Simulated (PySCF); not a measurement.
# H₂TcO, quartet: molecular constants

All numbers come from UPBE0 in PySCF with Tc def2-TZVP with ECP28, O def2-TZVP, H def2-TZVP; scalar-relativistic core potentials, no spin–orbit coupling; density-fitted integrals.

The structure is a minimum.

Z-matrix (Å, degrees; charge 0 multiplicity 4):
```
Tc
O  1 1.6669
H  1 1.6555 2 112.34
H  1 1.6555 2 112.34 3 -124.71
```

```json
{
  "Point group": "Cs",
  "Bond lengths": "Tc–H 1.655 Å (×2), Tc–O 1.667 Å",
  "Bond angles": "H–Tc–H 110.0°, H–Tc–O 112.3° (×2)",
  "Rotational constants": "3.609, 0.4139, 0.3878 cm⁻¹",
  "Entropy at 298.15 K and 1 bar (electronic part: spin only)": "274.3 J/(mol K)",
  "Enthalpy at 298.15 K above 0 K": "11.69 kJ/mol",
  "Zero-point energy": "39.4 kJ/mol",
  "Spin squared ⟨S²⟩": "3.771",
  "Principal quadrupole moments (Buckingham, traceless) about the centre of mass": "-3.02, -0.05, 3.07 D Å",
  "Highest occupied level (α)": "-6.80 eV",
  "Atomisation energy without zero-point energy": "1056 kJ/mol",
  "Rotational symmetry number": "1",
  "Lowest empty level (β)": "-3.24 eV",
  "Dipole moment": "2.48 D",
  "Principal polarisabilities": "36.2, 42.4, 47.6 bohr³",
  "Heat capacity Cp at 298.15 K": "49.5 J/(mol K)"
}
```

Harmonic modes (masses in u: Tc 98.907, O 15.995, H 1.008):
```
symmetry  ω (cm⁻¹)  IR (km/mol)  μ (u)     type
      a'       360         44.5   1.06     bend
     a''       586          0.1   1.13     bend
      a'       674         46.3   1.04     bend
      a'      1023          180  17.83  stretch
     a''      1970          138   1.02  stretch
      a'      1977          101   1.01  stretch
```

Charges (e):
```json
{"atom": "Tc1", "Mulliken": "0.68", "Löwdin": "0.38", "polar tensor": "1.16", "spin (Mulliken)": "2.91", "Mayer order to Tc1": "–"}
{"atom": "O2", "Mulliken": "-0.57", "Löwdin": "-0.29", "polar tensor": "-0.72", "spin (Mulliken)": "0.26", "Mayer order to Tc1": "2.00"}
{"atom": "H3,4", "Mulliken": "-0.06", "Löwdin": "-0.05", "polar tensor": "-0.22", "spin (Mulliken)": "-0.08", "Mayer order to Tc1": "0.94"}
```

Mulliken populations on Tc1 (electrons outside its core potential): s 2.62, p 6.44, d 5.24, f 0.03.

Other isomers or separated fragments may lie lower. Other spin states or occupations of the open shell can lie lower.

The final relaxation and frequency run took about 90 core-seconds on a shared host.
